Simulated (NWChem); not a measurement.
System: WHO₂F₃; SMILES [O]=[W]([OH])([F])([F])[F]

```xyz
7

W      0.0076     0.0396     0.0000
O      0.0904     1.7127     0.0000
F     -0.0919    -0.4606     1.7958
F     -0.0919    -0.4606    -1.7958
F     -1.8111    -0.3623     0.0000
O      1.7926    -0.4755     0.0000
H      2.3257    -1.2768     0.0000
```
Atoms are numbered in this order, from 1.

Computed with NWChem. Geometry: optimised at PBE0/def2-SVP. Not confirmed as a minimum by frequencies. def2 effective core potentials on W; no spin-orbit coupling.

Question: What does the run give for LC-BLYP (range parameter 0.33 per bohr)/def2-SVP? Quantities: highest occupied level (eV); orbital gap (eV); dipole (D).

Answer: 
```
Property                      Value
---------------------------  ------
highest occupied level (eV)  -12.69
orbital gap (eV)              11.63
dipole (D)                     3.43
```
